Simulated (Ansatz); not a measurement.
Cost and result up the ladder for TiF₄ (5 atoms). Charge 0, multiplicity 1. Geometry: PBE-D4/def2-SVP.

Cartesian coordinates in Å:
```
Ti 0.000 0.000 0.000
F 0.363 1.130 1.278
F 1.338 -1.101 -0.200
F -0.263 0.871 -1.488
F -1.437 -0.899 0.409
```

Ansatz on 4 threads of Arm Neoverse V1 on a shared host. Times are rough, and most runs start from the orbitals of an earlier one. ωB97M-V/def2-TZVP serves as the yardstick here, not as an exact answer. Differences are given only for rows in sets of like size (and for xTB, whose basis is part of the method), since another set adds its own error. Binding counts from free atoms at the same level (Ti triplet, F doublet; other spins of the atoms weren't run), without zero-point energy or a counterpoise term.

LC-ωPBE has ω = 0.4 bohr⁻¹. Correlated methods freeze 9 core orbitals; core or outer-core shells of Ti are correlated, in sets that lack core-valence functions.

Correlated methods converge slowly with the basis.

| level | functions | wall time | binding energy per atom (eV) | difference from ωB97M-V/def2-TZVP (eV) |
| --- | --- | --- | --- | --- |
| HF/STO-3G | 38 | 0.15 s | 4.77 | – |
| PBE-D4/def2-SVP | 87 | 0.7 s | 5.40 | – |
| PBE0-D4/def2-SVP | 87 | 0.95 s | 4.88 | – |
| HF/def2-TZVP | 169 | 1 s | 3.13 | -1.69 |
| LC-ωPBE/def2-TZVP | 169 | 1.4 s | 4.94 | 0.12 |
| MP2/def2-TZVP | 169 | 1.5 s | 5.09 | 0.27 |
| PBE0-D4/def2-TZVP | 169 | 1.6 s | 4.84 | 0.03 |
| PBE0-D4/def2-TZVPD | 208 | 2.7 s | 4.85 | 0.03 |
| PBE-QIDH/def2-TZVP | 169 | 3.1 s | 4.76 | -0.06 |
| B2PLYP/def2-TZVP | 169 | 3.2 s | 4.89 | 0.07 |
| B97M-V/def2-TZVP | 169 | 4.5 s | 4.98 | 0.16 |
| ωB97M-V/def2-TZVP | 169 | 6 s | 4.82 | 0.00 |
| CCSD(T)/def2-TZVPP | 188 | 14 s | 4.80 | -0.02 |
